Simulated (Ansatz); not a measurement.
F2Mg (SMILES [F][Mg][F]) moved off its minimum; all values from Ansatz (an electronic-structure program), cores frozen in correlated methods.
(charge 0, multiplicity 1)
```xyz
3

Mg     0.02084     0.02300     0.04647
F      0.06567     0.07758     1.92172
F     -0.09025     0.00707    -1.80302
```

Forces at HF/def2-TZVPP (eV/Å):

```tsv
atom	Fx	Fy	Fz
Mg1	-0.116	0.077	0.262
F2	-0.039	-0.084	-2.498
F3	0.155	0.007	2.237
```

Problem. Give the forces (eV/Å), the total energy and the dipole at CCSD(T)/def2-TZVPPD.

Solution. 
```
atom      Fx      Fy      Fz
----  ------  ------  ------
Mg1   -0.092   0.064   0.278
F2    -0.025  -0.066  -1.894
F3     0.117   0.002   1.616
```
Energy -399.2686 hartree, dipole 0.29 D.
